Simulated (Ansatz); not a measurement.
C2H7BSSi can be A, `BSC(=C)[SiH3]`, or B, `S[SiH2]C1BC1`.

Calculated with Ansatz (gas phase, PBE0-D4/def2-TZVP geometries, no zero-point term in ΔE). CBS: MP2 limit from def2 TZ/QZ plus the TZ coupled-cluster correction, frozen cores. Functionals use def2-TZVPP. B3LYP here is the variant with VWN-RPA as its local correlation; programs differ in this. Each species was taken in one conformer, which may not be the lowest.

Which is lower in electronic energy at CCSD(T)/CBS, and by how much? (Estimate.)

The calculation gave: A, by 3.8 kcal/mol.

Give E(B) − E(A) in kcal/mol with ωB97M-V, B3LYP, B2PLYP, MP2/def2-TZVPP, CCSD(T)/def2-TZVPP, r2SCAN-D4, PBE-D4. (An estimate is asked.)

Ansatz gave: ωB97M-V 0.7, B3LYP 4.5, B2PLYP 4.5, MP2/def2-TZVPP 2.7, CCSD(T)/def2-TZVPP 4.9, r2SCAN-D4 1.2, PBE-D4 2.8. None reverses the order clearly.

Largest T1 diagnostic: 0.014.

The D4 term adds +1.3 kcal/mol with B3LYP and +0.6 kcal/mol with PBE0; it sums over pairs of atoms, weighted by their polarisabilities, and B3LYP, whose exchange is more repulsive, gets the larger term. From PBE to PBE0 (25 % exact exchange), in def2-TZVPP and without D4, E(B) − E(A) moves by −2.7 kcal/mol.
